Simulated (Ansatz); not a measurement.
Cost and result up the ladder for the cluster Rb₂Br (the lowest doublet isomer of a short search) (3 atoms). Charge 0, multiplicity 2. Geometry: PBE0-D4/def2-TZVP.

Cartesian coordinates in Å:
```
Rb 1.853 -1.354 -0.409
Rb -0.613 1.958 1.107
Br -1.241 -0.604 -0.698
```

Ansatz on 4 threads of Arm Neoverse V2 on a shared host. Times are rough, and most runs start from the orbitals of an earlier one. CAM-B3LYP-D4/def2-TZVP serves as the yardstick here, not as an exact answer. Differences are given only for rows in sets of like size (and for xTB, whose basis is part of the method), since another set adds its own error. Binding counts from free atoms at the same level (Rb doublet, Br doublet; other spins of the atoms weren't run), without zero-point energy or a counterpoise term.

In the def2 sets Rb takes a core potential; there is no spin–orbit coupling. HSE06 is defined as in plane-wave codes, on full-range PBE exchange. Correlated methods freeze 9 core orbitals; core or outer-core shells of Rb, Br are correlated, in sets that lack core-valence functions. The structure comes from a short search, and lower isomers may exist.

Correlated methods converge slowly with the basis.

```tsv
level	functions	binding energy per atom (eV)	difference from CAM-B3LYP-D4/def2-TZVP (eV)
CCSD(T)/def2-TZVPD	123	1.50	-0.01
PBE-D4/def2-SVP	80	1.55	–
CCSD(T)/def2-TZVPP	128	1.50	-0.02
PBE-D4/def2-TZVP	114	1.54	0.03
r2SCAN-D4/def2-TZVP	114	1.59	0.07
HF/def2-TZVP	114	1.20	-0.31
CAM-B3LYP-D4/def2-TZVP	114	1.52	0.00
HSE06-D4/def2-TZVP (with forces)	114	1.55	0.03
PBE0-D4/def2-SVP	80	1.55	–
PBE-D4/def2-TZVPD	123	1.54	0.03
RPA@PBE/def2-TZVP	114	1.34	-0.18
PBE0-D4/def2-TZVPD	123	1.55	0.03
PBE0-D4/def2-TZVP	114	1.55	0.03
BLYP-D4/def2-TZVP	114	1.47	-0.05
```

(1) Estimate how long each takes.

## Answers

(1) HF/def2-TZVP 0.85 s; PBE-D4/def2-SVP 1.6 s; PBE-D4/def2-TZVP 2.6 s; PBE0-D4/def2-SVP 2.6 s; PBE-D4/def2-TZVPD 2.9 s; BLYP-D4/def2-TZVP 3.1 s; HSE06-D4/def2-TZVP (with forces) 3.3 s; PBE0-D4/def2-TZVPD 3.4 s; CAM-B3LYP-D4/def2-TZVP 3.4 s; RPA@PBE/def2-TZVP 3.4 s; r2SCAN-D4/def2-TZVP 6 s; PBE0-D4/def2-TZVP 7.5 s; CCSD(T)/def2-TZVPD 19 s; CCSD(T)/def2-TZVPP 21 s. On shared hardware such times vary by a factor of up to 3.
